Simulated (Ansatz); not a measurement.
## Two structures, one formula

The two ends of one reaction step of AlH2Cl3O2, closed shell (PBE0-D4/def2-TZVP).

A:

```
8
angstrom
Al 0.0299 -0.3305 -0.0057
Cl -1.8951 1.2057 -0.9005
Cl 0.2866 -1.4725 -1.7474
Cl -1.2091 -1.0630 1.5304
H -2.6101 0.8202 0.0987
O 1.0429 1.0804 0.2303
O 1.8258 -0.0800 0.7274
H 2.5292 -0.1604 0.0669
```

B:

```csv
atom,x (Å),y (Å),z (Å)
Al1,-0.8685,-0.5562,-0.1780
Cl2,-2.2515,0.3331,-1.4538
Cl3,0.6930,-1.6581,-1.1142
Cl4,-1.4839,-1.2301,1.7153
H5,0.5783,0.7082,1.4183
O6,0.2716,0.8760,0.5124
O7,1.4414,1.1925,-0.2269
H8,1.6196,0.3344,-0.6731
```

Computed with Ansatz 0.2.0 (basis: def2-TZVPP); correlated methods freeze the cores. B3LYP uses VWN-RPA correlation.

(1) Which structure is lower at CCSD(T), and by how much? (Judge from chemistry; the value comes from the calculation.)

No T1 diagnostic of these runs exceeds 0.012.

Results:

(1) Computed: B, by 20.10 kcal/mol (electronic energy, against the other). By their contacts, A is AlH₂Cl₃O₂ ([Cl][Al]1([Cl])([ClH])[O][OH]1) and B is AlH₂Cl₃O₂ ([OH][OH][Al]([Cl])([Cl])[Cl]).

All methods give the same order:

```
      method  E(B) − E(A) (kcal/mol)
       SPW92                  -22.95
      PBE-D4                  -20.77
     BLYP-D4                  -19.59
   r2SCAN-D4                  -21.34
      B97M-V                  -21.45
     PBE0-D4                  -22.96
    B3LYP-D4                  -21.53
  r2SCAN0-D4                  -23.09
    BHLYP-D4                  -23.78
CAM-B3LYP-D4                  -22.31
     wB97X-V                  -22.00
     wB97M-V                  -21.54
      B2PLYP                  -21.01
    PBE-QIDH                  -22.94
  RPA on PBE                  -17.65
          HF                  -25.49
         MP2                  -20.79
        CCSD                  -20.93
     CCSD(T)                  -20.10
```

Labels in which every atom is bracketed show which atoms are joined, not bond orders.

For scale, one of the runs: CCSD(T)/def2-TZVPP, 258 basis functions, launched by `ansatz run in.yaml --threads 8 --pin off --events-out ev --progress --plain --max-ram 19148MiB`. Hardware: 8 CPU threads of an Intel Xeon, shared host. Wall time 2.4 min; peak host memory 5.6 GiB.
